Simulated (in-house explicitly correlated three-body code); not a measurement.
Computed with an exponentially correlated three-body code. Model: two electrons around a point charge, non-relativistic, variational in 260 exponentially correlated functions (energies converged to about 1e-7 hartree, or 1e-8 relative for large Z).

Command:
```bash
python run_hyl.py task.json out
```
Settings (lengths in bohr, energies in hartree):
```
Z                      4
screening              0.8
interaction_strength   1
functions              260
states_tried           13
```

Time taken, with all properties: 73 s on 1 thread of Arm Neoverse V2, on a shared host.

**Those bound S and P states to n = 4 that converged, binding against the one-electron ion.**

Given: nuclear charge 4; Yukawa screening of all interactions 0.8 1/bohr.

Computed: one-electron threshold -5.22893618 hartree.

| term | energy (hartree) | binding (eV) |
| --- | --- | --- |
| 1 1S | -8.82512415 | 97.857 |
| 2 3S | -5.29071811 | 1.6812 |
| 2 1S | -5.25712258 | 0.76699 |

**Converged states only, values per electron or pair (inverse distances are <exp(-kr)/r>).**

```csv
term,mean r (bohr),mean r squared (bohr²),mean inverse r (1/bohr),mean r12 (bohr),mean inverse r12 (1/bohr),mean cosine,mean p1 dot p2 (bohr⁻²),delta r1 (bohr⁻³),delta r12 (bohr⁻³)
1 1S,0.42963,0.25195,2.9094,0.64236,1.4895,-0.031314,0.37622,16.329,1.4007
2 3S,1.6841,5.8342,1.6803,3.017,0.096547,-0.0035889,0.0048091,9.9487,-
2 1S,2.1446,10.306,1.6557,3.9266,0.085211,-0.0030726,0.007321,9.8509,0.049177
```
